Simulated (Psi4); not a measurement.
Pair of molecules, SMILES O=C=O with SMILES F[Si](F)(F)F (the first has 3 atoms); geometry from B3LYP-D3(BJ)/def2-TZVP, rigid monomers moved along the line of their centres of mass till O3···Si5 is 4.19 Å.
(charge 0, multiplicity 1):
```xyz
8

O      0.867    -0.279    -0.666
C      0.040     0.044     0.078
O     -0.792     0.369     0.820
F     -0.374     1.477     4.726
Si    -0.045    -0.042     4.921
F     -1.318    -0.914     4.655
F      1.103    -0.466     3.937
F      0.441    -0.278     6.393
```

Level of theory: Psi4 with SAPT0/jun-cc-pV(D+d)Z.

**Question.** Which attractive term is largest, and how does the interaction split up?

**Answer.** electrostatics -2.1, exchange 0.3, induction -0.1, dispersion -1.0, total -2.9 kJ/mol; the largest attraction is electrostatics.
